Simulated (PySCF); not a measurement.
## C6H5N2: g tensor and hyperfine couplings

Compound: C6H5N2 (doublet state).
Cartesian coordinates in Å at the GFN2-xTB level; atoms count from 1:
```xyz
13
C6H5N2 angstrom
C     -2.8790    0.1703    1.2599
C     -1.7179   -0.1303    0.7623
C     -1.2294    0.3278   -0.5532
N     -0.0710    0.1369   -0.9972
C      1.0453   -0.3738   -0.4496
C      1.7312    0.1875    0.5706
C      2.9751   -0.3006    0.9820
N      3.9884   -0.7058    1.3416
H     -3.7414    0.7073    0.9331
H     -0.9899   -0.7193    1.3104
H     -1.9288    0.8603   -1.1853
H      1.4654   -1.2108   -0.9965
H      1.3477    1.0512    1.0969
```

The hyperfine couplings belong to this conformer and change with its torsions.

The species is `[H]\[C]=C/C=N\C=C\C#N` [radical].

Level of theory: UKS B3LYP, pcH-1 on C H N, non-relativistic, mean-field spin-orbit, GIAO in PySCF 2.14.0. Geometry: GFN2-xTB, one conformer, isolated molecule. A GFN2-xTB geometry isn't a minimum of the functional, and hyperfine couplings can be far from their values at a DFT geometry. The frame is twisted about the N4–C5 bond at this geometry (dihedral C3–N4–C5–C6 = -65°); couplings at other torsion angles weren't computed. Stability of the SCF solution: not tested.

- g1, g2, g3: 2.00194, 2.00212, 2.00275
- g_iso: 2.00227
- Form of g: rhombic: the two nearest values differ by 23 % of g3 − g1
- ⟨S²⟩: 0.7621 (exact 0.7500)
- α and β electrons: 28, 27
- HOMO–LUMO gap, α and β orbitals: 4.10, 3.57 eV
- Basis functions: 250

Isotropic coupling and dipolar principal values T1 to T3, in MHz:

```tsv
atom	isotope	a_iso	T1	T2	T3	Mulliken spin population
C1	13C	350.8	-82.4	-57.5	139.9	1.04
C2	13C	-11.8	-19.1	2.3	16.8	-0.16
C3	13C	87.8	-8.2	-3.3	11.5	0.08
N4	14N	-3.3	-4.5	0.5	4.0	-0.03
C5	13C	-0.2	-2.0	0.7	1.3	-0.01
C6	13C	1.2	-2.8	-2.0	4.8	0.03
C7	13C	-1.9	-0.7	-0.1	0.8	-0.01
N8	14N	0.3	-0.5	-0.4	1.0	0.01
H9	1H	42.8	-31.9	-8.1	40.1	0.01
H10	1H	113.4	-6.5	-5.6	12.1	0.04
H11	1H	-2.1	-4.7	-1.6	6.3	0.00
H12	1H	-3.7	-0.8	-0.2	1.0	0.00
H13	1H	-1.7	-1.5	0.1	1.4	0.00
```

The largest Mulliken spin populations are on C1 (+1.04), C2 (-0.16) and C3 (+0.08). C1 is the only atom above +0.15. The positive populations add up to 1.21 and the negative ones to -0.21, together 2S = 1.

Axes: g2 points within 9° of the C2–C3 bond.

Under fast tumbling the dipolar parts average out, and these isotropic splittings remain: 1 × 1H (H10, I = 1/2, 2 lines) with 4.05 mT, 1 × 1H (H9, I = 1/2, 2 lines) with 1.53 mT, 1 × 1H (H12, I = 1/2, 2 lines) with 0.13 mT, 1 × 14N (N4, I = 1, 3 lines) with 0.12 mT, 1 × 1H (H11, I = 1/2, 2 lines) with 0.08 mT and 1 × 1H (H13, I = 1/2, 2 lines) with 0.06 mT.

The 13C coupling of C1 (350.8 MHz) shows only in satellite lines or after enrichment, since that isotope makes up about 1.07 % of natural carbon.

β density exceeds α density at some nuclei, such as C2 (-0.0105), N4 (-0.0102) and C7 (-0.0017), spin density in bohr⁻³. In a single determinant that takes different orbitals for the two spins, that is spin polarisation.
